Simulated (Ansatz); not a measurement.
Reaction (formal exchange of groups at a C–Si bond): `O[SiH2]CCl` + `CBN` → `CB(N)CCl` + `O[SiH3]`

Isolated molecules relaxed with PBE0-D4/def2-TZVP in Ansatz; ΔE leaves out vibrations. CCSD(T)/CBS is the MP2 limit (def2-TZVPP, def2-QZVPP) plus CCSD(T) − MP2 in def2-TZVPP, frozen cores. Functionals use def2-TZVPP. B3LYP here is the variant with VWN-RPA as its local correlation; programs differ in this. One conformer a species, not always the lowest.

```
          level  ΔE (eV)
       B3LYP-D4     0.00
        ωB97X-V     0.01
        ωB97M-V     0.02
          B3LYP     0.01
  HF/def2-TZVPP    -0.01
CCSD/def2-TZVPP    -0.02
   HF/CBS(def2)    -0.01
 CCSD/CBS(def2)     0.00
```

(1) What does CCSD(T)/CBS give? (Best estimate.)

Largest T1 diagnostic among the species: 0.011.

Answers

(1) Computed: 0.00 eV. The listed levels differ from it by 0.00, 0.01, 0.02, 0.01, -0.01, -0.02, -0.01, 0.00 eV.
